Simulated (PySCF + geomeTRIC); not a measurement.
Species: C$_{2}$H$_{7}$NS, SMILES `CN(C)S` (C–N–S–H torsion 67°) (charge 0, multiplicity 1).

Q: Give a relaxed geometry from B3LYP-D3(BJ)/def2-TZVP in PySCF + geomeTRIC.

A: Several could match; the one computed here: the end point of this relaxation, one of several conformers (outside a Z-matrix the atoms follow the SMILES, hydrogens last).
Cartesian coordinates (Å) in one orientation:
```xyz
11

C      1.241    -0.314     0.029
N     -0.054     0.020     0.603
C     -1.174    -0.493    -0.173
S     -0.216     1.632     1.107
H      1.389     0.143    -0.962
H      2.034     0.030     0.690
H      1.316    -1.398    -0.079
H     -1.221    -0.051    -1.181
H     -1.070    -1.575    -0.279
H     -2.106    -0.277     0.344
H     -0.164     2.289    -0.088
```
